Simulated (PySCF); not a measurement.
[Zr(Cl)2(NH2)2], neutral singlet in the gas phase. 

Z-matrix (Å, degrees):
```
Zr
N 1 2.0250
H 2 1.0257 1 125.33
H 2 1.0258 3 108.32 1 176.00
N 1 2.0252 2 104.54 3 -39.14
H 5 1.0256 1 125.36 2 -35.50
H 5 1.0258 6 108.33 1 176.18
Cl 1 2.3834 2 106.11 3 -159.04
Cl 1 2.3849 2 113.56 3 76.19
```
Charge 0, spin multiplicity 1.

All levels are single points at this geometry (TPSS-D3(BJ)/def2-SVP); Pople sets use spherical d functions. Orbital energies aren't observables, and empty levels follow the basis.

```tsv
level	HOMO (eV)	LUMO (eV)	gap (eV)	dipole (D)	vertical IE, Delta-SCF (eV)
B3LYP-D3(BJ)/def2-TZVP in PySCF	-7.54	-2.00	5.53	3.51	–
TPSSh-D3(BJ)/def2-TZVP in PySCF	-7.02	-2.23	4.79	3.53	–
B3LYP/6-311+G** (LANL2DZ on Zr) in PySCF	-7.69	-2.51	5.19	3.90	–
B3LYP/6-31G* (LANL2DZ on Zr) in PySCF	-7.45	-2.28	5.18	4.32	9.46
BP86/6-31G* (LANL2DZ on Zr) in PySCF	-6.44	-2.99	3.44	4.32	–
M06-2X/6-31G* (LANL2DZ on Zr) in PySCF	-9.13	-1.27	7.86	4.47	–
PBE/6-31G* (LANL2DZ on Zr) in PySCF	-6.33	-2.88	3.45	4.31	–
SVWN5/6-31G* (LANL2DZ on Zr) in PySCF	-6.47	-3.01	3.45	4.35	9.28
HF/6-31G* (LANL2DZ on Zr) in PySCF	-11.17	1.43	12.59	4.46	–
```
